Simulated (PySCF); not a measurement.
Delta-SCF ions had no search for a lower state. Excitations are Tamm–Dancoff values on a coarser integration grid. The basis has no diffuse functions, so Rydberg states are missing or too high.

Z-matrix (Å, degrees):
```
Ga
C 1 1.9783
H 2 1.1013 1 111.83
H 2 1.1013 3 108.23 1 -123.58
H 2 1.1029 3 107.26 4 -115.42
C 1 1.9920 2 119.35 3 40.23
H 6 1.1029 1 112.87 2 -167.30
H 6 1.1030 7 108.42 1 -125.46
H 6 1.1031 7 106.52 8 -114.08
C 1 1.9920 2 119.37 3 -162.45
H 10 1.1029 1 112.86 2 167.21
H 10 1.1029 11 108.42 1 125.46
H 10 1.1031 11 106.51 12 114.09
O 1 2.2242 2 100.28 3 -61.10
H 14 0.9659 1 107.08 2 -123.55
H 14 0.9660 15 105.43 1 113.82
```
Charge 0, spin multiplicity 1.

Task: What is the computed S1 excitation (TDA), T1 excitation (TDA), HOMO, vertical ionisation energy (Delta-SCF) and HOMO–LUMO gap (M06-2X/def2-TZVP // PBE0-D3(BJ)/def2-SVP (PySCF 2.14.0))?

Result: 
- S1 excitation (TDA): 6.14 eV
- T1 excitation (TDA): 5.98 eV
- HOMO: -8.10 eV
- vertical ionisation energy (Delta-SCF): 9.11 eV
- HOMO–LUMO gap: 8.52 eV
